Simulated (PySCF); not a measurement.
Isomers of C8H8O, from PBE0-D3(BJ)/def2-SVP geometry optimisation, gas phase (PySCF 2.14.0). One conformer each, no zero-point energy, no frequencies.

**Question.** Which isomer lies lowest at this level?
A. `[CH:1]#[C:2][C:3]#[C:4][C@H:5]([CH3:6])[C:7]([CH3:8])=[O:9]` with C4–C5–C7–C8 -40°: A = 3274, B = 791.2, C = 667.0 MHz, dipole 1.85 D
B. `[CH2:1]=[C:2]1[CH:3]=[CH:4][CH:5]=[C:6]1[C:7]([CH3:8])=[O:9]` with C5–C6–C7–C8 -1°: A = 2826, B = 1487, C = 980.2 MHz, dipole 2.47 D
C. `c1ccc2c(c1)CCO2` (2,3-dihydrobenzofuran): A = 3681, B = 1557, C = 1109 MHz, dipole 1.67 D

**Answer.** C. That is `C1=CC=C2OCCC2=C1` (2,3-dihydrobenzofuran), 30.1 kcal/mol below the next.

```
              SMILES                                                 mapped SMILES      E (Eh)  relative (kcal/mol)  relative (kJ/mol)  dipole (D)
     c1ccc2c(c1)CCO2   [cH:1]1[cH:2][cH:3][c:4]2[c:5]([cH:6]1)[CH2:7][CH2:8][O:9]2  -384.17835                  0.0                0.0        1.67
   C=C1C=CC=C1C(C)=O  [CH2:1]=[C:2]1[CH:3]=[CH:4][CH:5]=[C:6]1[C:7]([CH3:8])=[O:9]  -384.13032                 30.1              126.1        2.47
C#CC#C[C@H](C)C(C)=O   [CH:1]#[C:2][C:3]#[C:4][C@H:5]([CH3:6])[C:7]([CH3:8])=[O:9]  -384.03637                 89.1              372.8        1.85
```

As drawn, the lowest has an aromatic ring, which the highest lacks; the highest has a C=O bond and a C≡C bond, which the lowest lacks.
